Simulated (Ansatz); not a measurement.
Reaction (formal hydrolysis of the Sc–O bond): `[NH2][Sc]([Cl])[O][SiH3]` + H₂O → `[NH2][Sc]([OH])[Cl]` + silanol

Computed with Ansatz on PBE0-D4/def2-TZVP structures; ΔE is electronic, products minus reactants. CCSD(T)/CBS adds triple-zeta CCSD(T) − MP2 to the extrapolated MP2 energy (def2 sets, frozen cores). This one scheme is used for every species. Functionals use def2-TZVPP. For Sc outer-core shells are correlated without core-valence functions, which leaves a few kJ/mol of doubt a bond. Scalar relativity is left out up to krypton. One conformer a species, not always the lowest.

```
      level  ΔE (kJ/mol)
       PBE0         21.7
HF/def2-SVP         33.2
```

(1) What does CCSD(T)/CBS give? (Best estimate.)

Largest T1 diagnostic among the species: 0.015.

## Answers

(1) Computed: +30.1 kJ/mol. The listed levels differ from it by -8.4, 3.1 kJ/mol.

The D4 term adds +4.5 kJ/mol with B3LYP and +2.8 kJ/mol with PBE0; it sums over pairs of atoms, weighted by their polarisabilities, and B3LYP, whose exchange is more repulsive, gets the larger term. At CCSD(T), def2-SVP lies +3.6 kJ/mol from the extrapolated value and def2-TZVPP −2.6 kJ/mol.

CCSD(T)/CBS has its own doubt, a few kJ/mol and more with outer-core shells, so smaller differences from it don't rank the levels.

B3LYP here is the variant with VWN-RPA as its local correlation; programs differ in this.
